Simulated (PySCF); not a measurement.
C₂H₈O₂Si, SMILES C[Si@@H](O)OC. Atoms are numbered in the order given.

```xyz
13

C      1.3242    -0.8366     1.3656
O      1.2842    -0.1067     0.1602
Si    -0.1325     0.3602    -0.5829
C     -1.2685    -1.0789    -0.8883
O     -1.0018     1.4115     0.3782
H      0.7114    -0.3650     2.1567
H      0.9683    -1.8756     1.2298
H      2.3662    -0.8801     1.7196
H      0.3341     1.0208    -1.8323
H     -2.1526    -0.7644    -1.4652
H     -0.7587    -1.8774    -1.4504
H     -1.6291    -1.5030     0.0629
H     -0.5779     2.2566     0.5686
```
Charge 0, spin multiplicity 1.

The structure is a stationary point at r2SCAN-D4/def2-SVP. The structure was generated by enumeration; whether it is a known compound was not checked. Other conformers were not sampled.

Calculation: HF/pcSseg-1 run with PySCF.

GIAO shieldings, no solvent; atoms alike by connectivity are averaged. δ = σ(ref) − σ: ¹³C against TMS (σ = 192.6 ppm); ¹⁷O against H2O (σ = 333.0 ppm); ²⁹Si against TMS (σ = 393.8 ppm); ¹H against TMS (σ = 31.99 ppm), references at their B3LYP-D3(BJ)/def2-TZVP geometries, non-relativistic.

Computed chemical shifts:
```json
[
 {"nucleus": "¹³C", "atoms": "C1", "count": "1", "δ (ppm)": "48.3"},
 {"nucleus": "¹³C", "atoms": "C4", "count": "1", "δ (ppm)": "-1.3"},
 {"nucleus": "¹⁷O", "atoms": "O5", "count": "1", "δ (ppm)": "35.4"},
 {"nucleus": "¹⁷O", "atoms": "O2", "count": "1", "δ (ppm)": "9.2"},
 {"nucleus": "²⁹Si", "atoms": "Si3", "count": "1", "δ (ppm)": "-16.3"},
 {"nucleus": "¹H", "atoms": "H9", "count": "1", "δ (ppm)": "4.40"},
 {"nucleus": "¹H", "atoms": "H6, H7, H8", "count": "3", "δ (ppm)": "3.72"},
 {"nucleus": "¹H", "atoms": "H13", "count": "1", "δ (ppm)": "2.05"},
 {"nucleus": "¹H", "atoms": "H10, H11, H12", "count": "3", "δ (ppm)": "0.52"}
]
```
